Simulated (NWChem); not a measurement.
System: C₂H₁₀N₂Zr; SMILES [CH3][Zr]([CH3])([NH2])[NH2]

NWChem input:

```
start job
memory heap 200 mb stack 900 mb global 1100 mb
geometry units angstroms noautoz
  Zr     0.124003    -0.010400    -0.065054
  N     -0.974498    -1.503679     0.787925
  H     -0.744308    -2.181905     1.522189
  H     -1.943382    -1.681069     0.489301
  N      1.990705     0.063926     0.756134
  H      2.276164     0.636719     1.560904
  H      2.825225    -0.425212     0.407445
  C      0.177632    -0.413475    -2.271172
  H      0.577803     0.479857    -2.805959
  H     -0.832275    -0.620864    -2.691641
  H      0.824198    -1.277748    -2.544013
  C     -1.016688     1.897755     0.235713
  H     -1.000961     2.257289     1.289274
  H     -2.086781     1.806655    -0.058073
  H     -0.571507     2.703253    -0.394550
end
basis spherical
  * library def2-svp
end
ecp
  Zr library def2-ecp
end
dft
  xc b3lyp
  iterations 150
  mulliken
end
task dft energy
```

Parts of the log:

```
             Northwest Computational Chemistry Package (NWChem) 7.3.0
             --------------------------------------------------------

 C1  symmetry detected

                             Geometry "geometry" -> ""
                             -------------------------

 Output coordinates in angstroms (scale by  1.889725989 to convert to a.u.)

  No.       Tag          Charge          X              Y              Z
 ---- ---------------- ---------- -------------- -------------- --------------
    1 Zr                  40.0000    -0.00016324     0.05163373     0.00131336
    2 N                    7.0000    -0.00391561     0.08594398    -2.03902204
    3 H                    1.0000    -0.00808195     0.86579087    -2.70531254
    4 H                    1.0000    -0.00229964    -0.78945202    -2.58037123
    5 N                    7.0000    -0.00496931     1.95027847     0.74936114
    6 H                    1.0000     0.82406763     2.50727585     0.99366642
    7 H                    1.0000    -0.83713114     2.50103165     0.99723460
    8 C                    6.0000    -1.80159592    -1.12220055     0.64104421
    9 H                    1.0000    -1.73091469    -1.35389325     1.72985029
   10 H                    1.0000    -1.88982681    -2.09417297     0.10513242
   11 H                    1.0000    -2.75962741    -0.57795259     0.48158440
   12 C                    6.0000     1.81122537    -1.11020550     0.63510605
   13 H                    1.0000     2.76498673    -0.55901228     0.47377375
   14 H                    1.0000     1.90518393    -2.08131900     0.09861858
   15 H                    1.0000     1.74459085    -1.34276610     1.72401376

 Effective nuclear repulsion energy (a.u.)     436.3019124016

                                 NWChem DFT Module
                                 -----------------

 Summary of "ao basis" -> "ao basis" (spherical)
 ------------------------------------------------------------------------------
       Tag                 Description            Shells   Functions and Types
 ---------------- ------------------------------  ------  ---------------------
 Zr                         def2-svp                11       31   5s3p2d1f
 N                          def2-svp                 6       14   3s2p1d
 H                          def2-svp                 3        5   2s1p
 C                          def2-svp                 6       14   3s2p1d

            General Information
            -------------------
          SCF calculation type: DFT
          Wavefunction type:  closed shell.
          No. of atoms     :    15
          No. of electrons :    48
           Alpha electrons :    24
            Beta electrons :    24
          Charge           :     0
          Spin multiplicity:     1
          Use of symmetry is: off; symmetry adaption is: off
          Maximum number of iterations: 150
          AO basis - number of functions:   137
                     number of shells:    65
          Convergence on energy requested:  1.00D-06
          Convergence on density requested:  1.00D-05
          Convergence on gradient requested:  5.00D-04

              XC Information
              --------------
                         B3LYP Method XC Potential
                     Hartree-Fock (Exact) Exchange  0.200
                        Slater Exchange Functional  0.800 local
                    Becke 1988 Exchange Functional  0.720 non-local
              Lee-Yang-Parr Correlation Functional  0.810
                  VWN I RPA Correlation Functional  0.190 local

             Grid Information
             ----------------
          Grid used for XC integration:  medium
          Radial quadrature: Mura-Knowles
          Angular quadrature: Lebedev.
          Tag              B.-S. Rad. Rad. Pts. Rad. Cut. Ang. Pts.
          ---              ---------- --------- --------- ---------
          Zr                  1.55      123          10.0       590
          N                   0.65       49          11.0       434
          H                   0.35       45          13.0       434
          C                   0.70       49          12.0       434
          Grid pruning is: on
          Number of quadrature shells:   769
          Spatial weights used:  Erf1

      Superposition of Atomic Density Guess
      -------------------------------------

 Sum of atomic energies:        -242.23025899

      Non-variational initial energy
      ------------------------------

 Total energy =    -237.079908
 1-e energy   =    -732.398845
 2-e energy   =     292.495142
 HOMO         =      -0.312748
 LUMO         =      -0.024542

     ---------------------------------------------
      Total Density - Mulliken Population Analysis
     ---------------------------------------------

    Atom       Charge   Shell Charges
 -----------   ------   -------------------------------------------------------
    1 Zr  12    10.04  -0.48  1.60  0.89  0.39  0.06  5.82  0.32  0.11  1.00  0.26  0.07
    2 N    7     8.01   1.99  1.06  0.51  2.65  1.79  0.00
    3 H    1     0.74   0.58  0.12  0.04
    4 H    1     0.73   0.58  0.11  0.04
    5 N    7     8.01   1.99  1.06  0.51  2.65  1.79  0.00
    6 H    1     0.74   0.58  0.11  0.04
    7 H    1     0.74   0.58  0.11  0.04
    8 C    6     6.95   1.99  0.99  0.35  2.19  1.41  0.01
    9 H    1     0.85   0.64  0.18  0.03
   10 H    1     0.85   0.64  0.18  0.03
   11 H    1     0.85   0.64  0.18  0.03
   12 C    6     6.95   1.99  0.99  0.35  2.19  1.41  0.01
   13 H    1     0.85   0.64  0.18  0.03
   14 H    1     0.85   0.64  0.18  0.03
   15 H    1     0.85   0.64  0.18  0.03

[...]
```

Level: B3LYP/def2-SVP with def2 effective core potentials on Zr. The geometry was optimised at PBE-D3(BJ)/def2-SVP. No frequency run checked for a minimum. def2 effective core potentials on Zr; no spin-orbit coupling.
